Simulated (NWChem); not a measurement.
Species: C$_{6}$H$_{4}$O; SMILES C#Cc1ccoc1

```xyz
11

C      0.0214    -2.9730     0.0000
C      0.0174    -1.7597     0.0000
C     -0.0028    -0.3396     0.0000
C     -1.1565     0.5227     0.0000
C     -0.6710     1.7920     0.0000
O      0.6790     1.7830     0.0000
C      1.0801     0.5041     0.0000
H      0.0280    -4.0472     0.0000
H     -2.1986     0.2134     0.0000
H     -1.1442     2.7704     0.0000
H      2.1513     0.3213     0.0000
```
Atoms are numbered in this order, from 1.

All runs use the structure optimised with PBE0/def2-SVP.

Symmetry labels are those of Cs in the frame above (b1 and b2, or b-type labels, depend on it).

List the 4 lowest vertical singlet excitations from PBE0/6-31G* (spherical d), TDA (NWChem).


| state | energy (eV) | oscillator strength | symmetry | leading excitation (squared amplitude) |
|---|---|---|---|---|
| S1 | 5.91 | 0.000 | a" | HOMO−2 → LUMO (0.77) |
| S2 | 6.07 | 0.163 | a' | HOMO → LUMO (0.69) |
| S3 | 6.17 | 0.000 | a" | HOMO → LUMO+2 (0.75) |
| S4 | 6.17 | 0.008 | a' | HOMO−1 → LUMO (0.66) |
